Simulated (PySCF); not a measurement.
## Excitation energy of Cd²⁺ by level of theory

Cd²⁺ [Kr] 4d10 (1S) → Cd²⁺ [Kr] 4d9 5s1 (3D), as a difference of total energies. Computed with PySCF 2.14 in x2c-TZVPPall with one added diffuse shell each of s, p, d, f type (9s7p7d3f1g, 95 functions), with scalar relativity by spin-free X2C-1e. Correlated levels: valence: [Kr] frozen; valence and next inner shell: [Ar] 3d10 frozen. The calculations carry no spin-orbit coupling.

| method | excitation energy (eV) |
| --- | --- |
| UHF | 9.807 |
| PBE | 9.899 |
| PBE0 | 10.089 |
| r2SCAN | 10.063 |
| TPSSh | 10.100 |
| BP86 | 9.897 |
| wB97M-V | 10.466 |
| MP2 (valence) | 10.645 |
| SCS-MP2 (valence) | 10.650 |
| MP2 (valence and next inner shell) | 10.405 |
| SCS-MP2 (valence and next inner shell) | 10.392 |

Question: Estimate what BHandHLYP gives.

Answer: 9.985 eV, closest to r2SCAN among the rows shown.

Question: Estimate what LDA gives.

Answer: 9.958 eV, closest to PBE among the rows shown.

A first-order spin-orbit estimate (lowest level to lowest level, LS coupling) adds -0.296 eV.
